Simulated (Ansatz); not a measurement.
Isomers of Si$_{2}$GeH$_{8}$ (singlet), relaxed with PBE-D4/def2-SVP; total energies from Ansatz at CCSD(T)/def2-TZVP.

| isomer | description | energy (Eh) |
| --- | --- | --- |
| A | Ge(SiH3)2H2 (Si₂GeH₈) | -2658.48364 |
| B | n-GeSiSiH8 (Si₂GeH₈) | -2658.47757 |

Correlated methods freeze 19 core orbitals; core or outer-core shells of Ge are correlated, in sets that lack core-valence functions.

Problem. Work out the relative energies (1 Eh = 2625.5 kJ/mol) and the Boltzmann populations at 298 K from electronic energies alone (R = 8.314 J/mol/K).

Solution. ΔE: A 0.0, B 15.9 kJ/mol. RT = 2.48 kJ/mol. Factors exp(−ΔE/RT): A 1, B 0.00164; sum 1.002. Populations: A 99.8 %, B 0.2 %. Zero-point energy, vibrational entropy and symmetry numbers are left out and can shift these; an error of 4 kJ/mol changes a ratio by a factor of 5.0. Over the other density-functional and correlated levels in def2 sets, the gap between A and B ranges from 10 to 17 kJ/mol.
